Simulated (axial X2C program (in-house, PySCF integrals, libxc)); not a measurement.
# SrS⁻: cheaper levels and CCSD(T), with spin–orbit coupling

All values were computed with an in-house all-electron X2C program for linear molecules (integrals from PySCF). Two-component (2c) means X2C with spin–orbit coupling and atomic mean-field two-electron Coulomb and Gaunt terms. Basis: Sr dyall-acv3z [14s13p9d6f1g], S dyall-av3z [9s8p3d2f] (cores contracted in-house); Gaussian nuclei, density fitting, unrestricted open shells. Masses: Sr 87.906 u, S 31.972 u.

State: Ω = 1/2 (⟨Sz⟩ = 0.50, ⟨Lz⟩ = 0.00 at HF); fragments Sr + S-.

```csv
level,Re (Å),ωe (cm⁻¹),De (eV)
PBE0,2.517,348.5,2.78
HF,2.574,349.2,1.80
MP2,2.599,326.3,2.71
CCSD,2.591,332.8,2.29
TPSS,2.534,338.9,2.98
```

Correlated methods: 9 electrons correlated (number of frozen shells: Sr 4 s, 3 p, 1 d; S 2 s, 1 p), 293 virtual spin orbitals or spinors in MP2, 90 natural virtuals in coupled cluster.

CCSD(T), same Hamiltonian and basis:

Re = 2.601 Å, ωe = 324.1 cm⁻¹, De = 2.44 eV; T1 = 0.015 (Lee–Taylor normalisation).

(1) Give the differences from CCSD(T) in the columns below.

One determinant describes the state; a PBE0 search over occupations chose it and may have missed a lower one. De is counted from the lowest determinant-based energies of the atoms at the same level, without counterpoise correction. Density functionals use the spin component along the axis (collinear). CCSD and (T) use frozen natural virtuals with an MP2 correction for the truncation; (T) itself is uncorrected, so its De runs slightly low. The 2c atoms are single determinants rather than J levels; their spin–orbit lowering is only partly caught, and De is too large by that part. This holds for PBE0, TPSS. Without a current term, density functionals place determinants with orbital angular momentum somewhat too high. The outer-core s and p shells of the metal are frozen in the correlated rows, which leaves out core–valence correlation; for alkali and alkaline-earth bonds that tends to lengthen them. The highest occupied level of some functionals is positive through self-interaction error; at Hartree–Fock it is bound. With the outer-core shells frozen, correlated bond lengths of heavy atoms tend to come out a few hundredths of an ångström too long. Hartree–Fock gets electron affinities wrong, so its lowest charge split need not be the true one.

Results:

(1) 

```tsv
level	ΔRe (Å)	Δωe (cm⁻¹)	ΔDe (eV)
PBE0	-0.084	24	0.34
HF	-0.027	25	-0.64
MP2	-0.002	2	0.27
CCSD	-0.010	9	-0.15
TPSS	-0.067	15	0.54
```
